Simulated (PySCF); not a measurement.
**Cu¹⁶⁺: ionisation energy**

Cu¹⁶⁺ [Ne] 3s2 3p1 (2P) → Cu¹⁷⁺ [Ne] 3s2 (1S), as a difference of total energies. All numbers are calculated (PySCF 2.14, the spin-free X2C one-electron Hamiltonian (Gaussian nucleus), in an uncontracted even-tempered set (19 s from 1.1 bohr⁻², ratio 2.5; 12 p from 1.4 bohr⁻², ratio 2.5; 5 d from 7.1 bohr⁻², ratio 2.7; 4 f from 11 bohr⁻², ratio 2.7)). Correlated levels: outer shells: 1s2 frozen; virtual orbitals above 40 to 60 times the deepest correlated orbital energy dropped. The calculations carry no spin-orbit coupling.

| method | ionisation energy (eV) |
| --- | --- |
| UHF | 552.69 |
| MP2 (outer shells) | 553.23 |
| SCS-MP2 (outer shells) | 553.14 |
| CCSD (outer shells) | 553.26 |
| CCSD(T) (outer shells) | 553.26 |

**Question.** How much does correlation contribute at CCSD(T) (outer shells)?

**Answer.** 553.26 − (552.69) = 0.57 eV, measured against UHF.

A first-order spin-orbit estimate (lowest level to lowest level, LS coupling) adds 2.651 eV.

For comparison: 552.8 ± 2.1 eV (semi-empirical (NIST evaluation); NIST Atomic Spectra Database, ionization energies).
